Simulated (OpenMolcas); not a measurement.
Au VI: CASPT2 settings compared

- Program: OpenMolcas 26.06
- Basis: ANO-RCC-VTZP [8s7p5d3f1g]
- Scalar Hamiltonian: DKH2, point nucleus
- Active space: 6 electrons in 5 orbitals (5d)
- State averaging: 2S+1 = 5 even, 5 roots; 2S+1 = 3 even, 30 roots; 2S+1 = 1 even, 13 roots (0 in the spin-orbit step)
- Spin-orbit coupling: RASSI with atomic mean-field integrals over the reference wave functions, term energies averaged over their components

Methods on the same reference wave functions:
A. CASSCF
B. SS-CASPT2, IPEA 0.5 Eh, imaginary shift 0.4 Eh (closed shells correlated: none)
C. SS-CASPT2, IPEA 0.6 Eh, sigma1 regulariser 0.05 Eh (closed shells correlated: 4f 5s 5p)
D. SS-CASPT2, IPEA 0.75 Eh, real shift 0.1 Eh (closed shells correlated: 5s 5p)

Energies in cm-1 above 5d6 5D4.

```json
{"Level": "5d6 5D4", "A": "0.0", "B": "0.0", "C": "0.0", "D": "0.0"}
{"Level": "5d6 5D3", "A": "9552", "B": "9660", "C": "9650", "D": "9650"}
{"Level": "5d6 5D2 [67 %]", "A": "10840", "B": "10410", "C": "10520", "D": "10530"}
{"Level": "5d6 5D1", "A": "14455", "B": "14340", "C": "14390", "D": "14390"}
{"Level": "5d6 5D0", "A": "15867", "B": "15820", "C": "15860", "D": "15850"}
```

Among B to D the level of the table that moves most is 5d6 5D2 [67 %], by 120 cm-1 (lowest in B, highest in D). Moves below CASPT2's spread within the term are not significant.

The lowest spin-free term lies below A's lowest term by 0.090 hartree in B, 0.438 hartree in C, 0.295 hartree in D.

Term energies are means over components that CASPT2 splits; among the terms shown or strongly mixed into the levels shown the widest spread is 55 cm-1 (5d6 3F, C). Some high roots are left out of the spin-orbit mixing, which shifts the levels that they would mix with. Without dynamic correlation excited terms often stand tens of per cent too high (terms of higher spin than the ground term too low), and those without a measured partner can miss by more than the paired ones (holds for A). Levels of configurations outside the active space are missing. Levels that lie high or do not pair safely by name in every column are left out.

A share in square brackets marks a mixed level and gives the weight of the term that names it, the lowest over the columns.
